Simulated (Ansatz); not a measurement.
Molecule: sum formula Si₂H₅F, charge 0, multiplicity 1. 
Geometry from a B3LYP-D3(BJ)/def2-TZVP (Ansatz, a quantum-chemistry and plane-wave program) optimisation:
```xyz
8

F     -1.4907     0.9927     0.4651
Si    -0.8103    -0.3708    -0.0655
Si     1.5193    -0.1031    -0.1563
H     -1.1958    -1.4565     0.8663
H     -1.3754    -0.6627    -1.4038
H      2.1164    -1.3703    -0.6467
H      1.8827     0.9927    -1.0856
H      2.0627     0.1971     1.1894
```

Basis-set convergence of Hartree-Fock and MP2 correlation energies (hartree) with Ansatz. Correlated levels leave the core frozen unless marked. Spin-orbit coupling is left out. No relativistic terms.

| basis | functions | E(HF) | E(corr, MP2) |
|---|---|---|---|
| cc-pV(D+d)Z | 85 | -680.27199 | -0.39059 |
| cc-pV(T+d)Z | 178 | -680.33931 | -0.50480 |
| cc-pV(Q+d)Z | 333 | -680.35670 | -0.54782 |
| cc-pV(5+d)Z | 566 | -680.36026 | -0.56566 |

Extrapolating the two largest sets (X = 4 and 5) as X^-3: E(corr) = (125·(-0.56566) - 64·(-0.54782))/61 = -0.5844 Eh, an estimate of the basis-set limit. The largest set recovers 96.8 % of it, the smallest 66.8 %.
